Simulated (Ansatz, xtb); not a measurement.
## Two isomers of C6H6OSi

Structure X is `C#C[Si]1(O)C=CC=C1`, a singlet and structure Y is `C#CC1=CC=C[Si@@H]1O`, a singlet. Both are isolated molecules in the gas phase, relaxed with PBE-D3(BJ)/def2-SVP; the shapes shown needn't be the lowest conformers.

X (Å):

```xyz
14

C     0.8150   -2.3850    0.6496
C     0.6068   -1.1810    0.5096
C    -1.4549    1.0925   -0.0390
C    -1.8765    1.7865    1.0507
C    -0.8833    2.0146    2.1408
C     0.3662    1.5120    1.9566
O     1.3533    1.2023   -0.9157
Si    0.3327    0.6292    0.2910
H     0.9911   -3.4459    0.7733
H     2.2461    0.8154   -0.9057
H    -2.1056    0.8650   -0.8946
H    -2.9012    2.1814    1.1638
H    -1.1930    2.5691    3.0440
H     1.1632    1.6121    2.7070
```

Y (Å):

```xyz
14

C    -1.5169   -2.3448    0.5251
C    -0.8806   -1.2946    0.6039
C    -0.2200   -0.0547    0.6897
C     1.1225    0.1482    0.9045
C     1.5855    1.5498    0.9664
C     0.6537    2.5340    0.8168
O    -2.2838    2.0437    1.5055
Si   -0.9947    1.6842    0.4899
H    -2.0634   -3.2743    0.4550
H     1.8392   -0.6810    1.0262
H     2.6596    1.7494    1.1262
H     0.9159    3.6016    0.8404
H    -1.5341    1.9129   -0.8881
H    -2.1118    1.8976    2.4523
```

Quicker runs give these differences E(Y) − E(X): GFN2-xTB −64.4 kJ/mol; HF/STO-3G +38.8 kJ/mol (at GFN2-xTB geometries); r2SCAN-D4/def2-SVP +15.1 kJ/mol (at GFN2-xTB geometries).

**Question.** Estimate E(Y) − E(X) at the level CCSD(T)/def2-SVP + ΔMP2/def2-TZVPP.

**Answer.** Calculated at CCSD(T)/def2-SVP + ΔMP2/def2-TZVPP: E(Y) − E(X) = +38.0 kJ/mol, so structure X lies lower.

How the difference moves with the method:

| level | geometry | E(Y) − E(X) (kJ/mol) | departure from the last row (kJ/mol) | job, with rough time for the two |
| --- | --- | --- | --- | --- |
| GFN2-xTB | GFN2-xTB | −64.4 | −102.4 | optimisation, 0.22 s |
| HF/STO-3G | GFN2-xTB | +38.8 | +0.8 | single point, 0.7 s |
| r2SCAN-D4/def2-SVP | GFN2-xTB | +15.1 | −22.8 | single point, 9 s |
| PBE-D3(BJ)/def2-SVP | PBE-D3(BJ)/def2-SVP | +7.6 | −30.4 | optimisation, 69 s |
| HF/def2-SVP | PBE-D3(BJ)/def2-SVP | +34.9 | −3.1 | part of the CCSD(T) run |
| MP2/def2-SVP | PBE-D3(BJ)/def2-SVP | +21.8 | −16.2 | part of the CCSD(T) run |
| CCSD(T)/def2-SVP | PBE-D3(BJ)/def2-SVP | +24.7 | −13.3 | single point |
| CCSD(T)/def2-SVP + ΔMP2/def2-TZVPP | PBE-D3(BJ)/def2-SVP | +38.0 |  | single point, 3.4 min |

As drawn, Y has 1 C–C, 1 Si–H in place of 1 C–Si, 1 C–H.

GFN2-xTB puts the two in the other order. The largest departure from CCSD(T)/def2-SVP + ΔMP2/def2-TZVPP is that of GFN2-xTB, 102.4 kJ/mol. The last row adds to CCSD(T) the change of the MP2 difference between the two basis sets, here +13.3 kJ/mol, a large step that makes the value less sure.

With thermal terms from frequencies at re-optimised GFN2-xTB minima (ideal gas, soft modes damped towards free rotors, one conformer each, 298.15 K, 1 atm): on the last row, ΔE + ΔZPE = +32.4, ΔH = +31.8, ΔG = +33.7 kJ/mol.

The correlated steps freeze 12 core orbitals. Mirror images aren't counted in ΔG. Run with Ansatz 0.2.0, xtb 6.7.1; the last row on 2 threads of Arm Neoverse V1 on a shared host.
